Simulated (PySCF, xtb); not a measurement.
CH6GeOSi, SMILES [CH2]1[GeH2][SiH2]O1.

Harmonic wavenumbers (cm⁻¹) from xtb with GFN2-xTB at its own minimum, in rising order: 130, 253, 326, 390, 406, 488, 500, 562, 606, 675, 735, 766, 825, 865, 1016, 1144, 1220, 1467, 1800, 1892, 2264, 2269, 2917, 2939.

Q: What does PBE-D3(BJ)/def2-SVP in PySCF 2.14.0 give at its own minimum? (An estimate is asked for; the answer gives what the named calculation found.)

A: 78, 305, 337, 365, 427, 554, 560, 609, 645, 734, 784, 797, 837, 943, 1011, 1159, 1195, 1417, 2054, 2074, 2140, 2148, 2962, 3022. Paired by order, the mean absolute difference is 63 cm⁻¹ and the zero-point energies are 37.8 and 38.8 kcal/mol.
